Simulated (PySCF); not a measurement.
A search over the determinants of CuP

Unrestricted PBE0; basis Cu def2-TZVPP, P def2-TZVPP; no relativity; PySCF 2.14. Outer shells of the fragments: Cu 3d10 4s1; P 3s2 3p3.

Followed along the bond (rough minima from three points):

```tsv
2Ms+1	unpaired	⟨S²⟩ at the start	R at minimum (Å)	Te (eV)
3	π ↑↑	2.01	2.16	0.00
1	π ↑↓	1.01	2.15	0.30
1	none	0.00	2.12	1.34
5	σ ↑↑, π ↑↑	6.01	none in the scan	≤ 2.08
```

Solutions found at the starting distance of 2.200 Å, counted from the lowest of them; the search is not exhaustive and high or unbound solutions are not listed, so other states can lie among these:

| 2Ms+1 | unpaired | term | E (eV) | ⟨S²⟩ | ⟨Lz²⟩ | μ (D) |
| --- | --- | --- | --- | --- | --- | --- |
| 3 | π ↑↑ | ³Σ⁻ | 0.00 | 2.01 | 0.00 | -3.13 |
| 1 | π ↑↓ | mixed | 0.31 | 1.01 | 2.03 | -3.17 |
| 1 | none | mixed | 1.36 | 0.00 | 2.01 | -3.26 |
| 3 | σ ↑, π ↑ | ³Π | 1.71 | 2.02 | 1.02 | -4.44 |
| 1 | σ ↓, π ↑ | mixed | 1.94 | 1.02 | 1.01 | -4.42 |
| 5 | σ ↑↑, π ↑↑ | ⁵Σ⁻ | 2.13 | 6.01 | 0.00 | 1.36 |
| 3 | σ ↑, π ↑ | ³Π | 2.69 | 2.30 | 1.01 | 1.64 |
| 1 | σ ↑, π ↓ | mixed | 2.75 | 1.32 | 1.01 | 1.59 |
| 5 | σ ↑, π ↑↑, δ ↑ | ⁵Δ | 3.58 | 6.01 | 4.00 | -0.73 |
| 5 | σ ↑, π ↑↑↑ | ⁵Π | 3.61 | 6.01 | 1.00 | -0.65 |
| 3 | π ↑, δ ↑ | mixed | 3.75 | 2.01 | 4.87 | -4.04 |
| 3 | π ↑, δ ↑ | mixed | 3.79 | 2.01 | 5.02 | -4.05 |
| 1 | π ↑, δ ↓ | mixed | 3.79 | 1.04 | 5.02 | -4.03 |
| 5 | σ ↑, π ↑↑↑ | ⁵Π | 5.16 | 6.01 | 1.04 | 0.27 |

A term symbol is given only where ⟨S²⟩ and ⟨Lz²⟩ are close to those of a pure state; real π, δ and φ orbitals otherwise mix terms. A positive dipole means Cu(−)P(+).

Counting both spins, an empty level lies below a filled one in some of these solutions, because spin and occupation are held. With d or f electrons several states lie close, and the lowest PBE0 determinant need not be the measured ground state.
